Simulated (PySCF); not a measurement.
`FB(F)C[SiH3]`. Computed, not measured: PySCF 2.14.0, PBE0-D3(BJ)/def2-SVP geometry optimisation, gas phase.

```
atom  x, y, z in Å
F1    -1.9875    0.3786    1.3429
B2    -1.4916    0.3570    0.1169
F3    -1.9806    1.2522   -0.7254
C4    -0.3679   -0.6274   -0.2901
Si5    1.3377    0.1065    0.0815
H6    -0.4021   -0.8407   -1.3696
H7    -0.4457   -1.5689    0.2757
H8     1.5185    1.3806   -0.6770
H9     1.4630    0.3960    1.5415
H10    2.4068   -0.8560   -0.3184
```

**Question.** What is the repulsion energy of the bare nuclei, Σ ZA·ZB/RAB?

**Answer.** 211.85 Eh over 45 pairs, with full nuclear charges and distances in bohr; the largest single term is 23.47 Eh (C4 with Si5).

**Question.** What is the longest distance between nuclei?

**Answer.** F3···H10, 4.88 Å; the next longest distance is 4.86 Å.

**Question.** Where is the centre of mass (commonest isotopes), and what is the radius of gyration?

**Answer.** Mass 94.022 u; centre at (-0.577, 0.307, 0.120) Å; Rg = √(Σ m r²/M) = 1.758 Å. As Ia + Ib + Ic = 2 Σ m r², the three principal moments sum to 580.9 u·Å².

**Question.** How far apart are these pairs, which share no bond: F1···H9, B2···H8, F3···Si5, Si5···H7?

**Answer.** F1···H9 3.456 Å (4 bonds apart); B2···H8 3.277 Å (3 bonds apart); F3···Si5 3.602 Å (3 bonds apart); Si5···H7 2.455 Å (2 bonds apart).

**Question.** How far are the heavy atoms from their best plane (unweighted least squares)?

**Answer.** 0.443 Å rms; F1 0.19, B2 0.12, F3 0.23, C4 0.80, Si5 0.49 Å (magnitudes).

**Question.** Give the dihedral angles F3–B2–C4–Si5, B2–C4–Si5–H10, B2–C4–Si5–H8, F3–B2–C4–H7, H7–C4–Si5–H8.

**Answer.** F3–B2–C4–Si5 90°; B2–C4–Si5–H10 180° (antiperiplanar); B2–C4–Si5–H8 -60° (synclinal); F3–B2–C4–H7 -151° (antiperiplanar); H7–C4–Si5–H8 179° (antiperiplanar). Dihedral signs follow IUPAC: positive where, seen along the central bond, the front bond turns clockwise onto the rear one.

**Question.** Write the matrix of distances between heavy atoms (Å, lower triangle).

**Answer.** 
```
F1    0.000
B2    1.323  0.000
F3    2.245  1.323  0.000
C4    2.510  1.548  2.515  0.000
Si5   3.567  2.841  3.602  1.894  0.000
```

Not checked by PBE0-D3(BJ)/def2-SVP frequencies. The numbers are those of one conformer.
